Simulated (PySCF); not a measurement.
Method: PBE-D3(BJ)/def2-TZVP // PBE0-D3(BJ)/def2-TZVP in PySCF. All species are isolated molecules in the gas phase. 

Reference species (SMILES): `C=[N]` (neutral, multiplicity 2).

* **dipole moment**: 2.44 D

Changed species: `[H]/N=[C]\[H]` (H atom removed from C1; the reference has H atom removed from N2).

### Question
What does the change do to the dipole moment?

### Answer
the dipole moment falls by 0.28 D, to 2.16 D.
